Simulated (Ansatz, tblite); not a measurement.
Forces on the cluster ZrO₂⁻ at its PBE-D4/def2-TZVPD geometry. Total charge -1; doublet.

In the def2 sets Zr takes a core potential; there is no spin–orbit coupling. The xTB rows come from tblite. Correlated methods freeze 2 core orbitals; core or outer-core shells of Zr are correlated, in sets that lack core-valence functions. The structure comes from a short search, and lower isomers may exist.

GFN1-xTB (tblite), largest force 1.92 eV/Å:

```xyz
3
positions Å, forces eV/Å
Zr   -0.401    0.574    0.110    1.088   -1.558   -0.300
O    -0.999   -1.049   -0.449   -0.624    0.728    0.124
O     1.400    0.475    0.338   -0.463    0.830    0.176
```

GFN2-xTB (tblite), largest force 0.95 eV/Å:

```
Zr 0.535 -0.766 -0.147
O 0.049 0.584 0.177
O -0.584 0.182 -0.030
```

B2PLYP/def2-TZVPD (Ansatz), largest force 0.21 eV/Å:

```
Zr -0.073 0.105 0.020
O -0.127 -0.156 -0.064
O 0.200 0.051 0.044
```
